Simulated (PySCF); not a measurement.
ClH6NSSi2, SMILES N[SiH2]S[SiH2]Cl. Atoms are numbered in the order given.

```xyz
11

Si     1.4058    -0.5728     0.6769
Cl     1.9062     1.4507     0.5858
S     -0.0274    -1.0856    -0.8176
Si    -1.6235     0.3221    -0.2726
N     -3.2000    -0.3265    -0.5128
H      0.8883    -0.8123     2.0482
H      2.6232    -1.3781     0.4128
H     -1.5084     1.5208    -1.1388
H     -1.4183     0.6450     1.1642
H     -3.5997    -0.3305    -1.4467
H     -3.5055    -1.1401     0.0136
```
Charge 0, spin multiplicity 1.

Coordinates come from a B3LYP-D3(BJ)/def2-SVP optimisation. The structure was generated by enumeration, and PubChem lists no compound with its InChIKey, so it may never have been made. The values are those of a single conformer.

Vertical ionisation energy (IE) and electron affinity (EA) in eV. Rows of orbital energies are one-electron estimates. Where ΔSCF, EOM or ADC give a negative EA the extra electron is unbound and the value depends on the basis.

| level | IE | EA |
|---|---|---|
| −ε(HOMO), −ε(LUMO), B3LYP/def2-TZVP (PySCF) | (withheld) | (withheld) |
| −ε(HOMO), −ε(LUMO), PBE/def2-TZVP (PySCF) | 6.24 | 0.96 |

Complete the blanks. (An estimate is asked for; the answer gives what the named calculation found.)


- −ε(HOMO), −ε(LUMO), B3LYP/def2-TZVP (PySCF), IE: 7.23
- −ε(HOMO), −ε(LUMO), B3LYP/def2-TZVP (PySCF), EA: 0.34
